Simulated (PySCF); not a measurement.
## Relaxation of triplet TcS₂⁻

Computed with UPBE0 in PySCF with Tc def2-SVPD with ECP28, S def2-SVPD; scalar-relativistic core potentials, no spin–orbit coupling; density-fitted integrals. A (50,194) grid was used.

A hand-made linear start, of D∞h symmetry, held to at least that symmetry:

Coordinates in bohr (charge -1 multiplicity 3):
```
Tc    0.0000    0.0000    0.0000
S     0.0000    0.0000    4.0440
S     0.0000    0.0000   -4.0440
```

Problem. What does it relax to?

Solution. It ends at D∞h with Tc–S 2.164 Å (×2); S–Tc–S 180.0°. A frequency run shows 2 imaginary modes (one degenerate set), down to 70i cm⁻¹, so it is a higher-order saddle point. Other isomers or separated fragments may lie lower.

Problem. How much energy is released, and in how many steps?

Solution. 1.3 kJ/mol in 2 steps.

Other spin states or occupations of the open shell can lie lower. At this level a quintet minimum of C2v symmetry lies 48 kJ/mol below this structure.

The relaxation took roughly 15 core-seconds on a shared host.
